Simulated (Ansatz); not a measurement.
C2H6S2Si can be A, `[SiH3]S/C=C/S`, or B, `C1[SiH2]SCS1`.

Isolated molecules relaxed with PBE0-D4/def2-TZVP in Ansatz; ΔE leaves out vibrations. CCSD(T)/CBS adds triple-zeta CCSD(T) − MP2 to the extrapolated MP2 energy (def2 sets, frozen cores). DFT in def2-TZVPP. One conformer a species, not always the lowest.

Which is lower in electronic energy at CCSD(T)/CBS, and by how much? (Best estimate.)

The calculation gave: B, by 111.1 kJ/mol.

Give E(B) − E(A) in kJ/mol with ωB97M-V, HF/def2-TZVPP, PBE-D4, CCSD(T)/def2-TZVPP, CCSD/def2-TZVPP, r2SCAN-D4, PBE0-D4. (Best estimate.)

Computed: ωB97M-V -112.7, HF/def2-TZVPP -85.6, PBE-D4 -106.5, CCSD(T)/def2-TZVPP -104.7, CCSD/def2-TZVPP -103.9, r2SCAN-D4 -106.4, PBE0-D4 -118.1. None reverses the order clearly.

Largest T1 diagnostic: 0.012.

From PBE to PBE0 (25 % exact exchange), in def2-TZVPP and without D4, E(B) − E(A) moves by −12.8 kJ/mol. In def2-TZVPP, CCSD(T) changes the Hartree–Fock value by −19.0 kJ/mol (the triples alone add −0.8 kJ/mol) and MP2 by −29.9 kJ/mol.
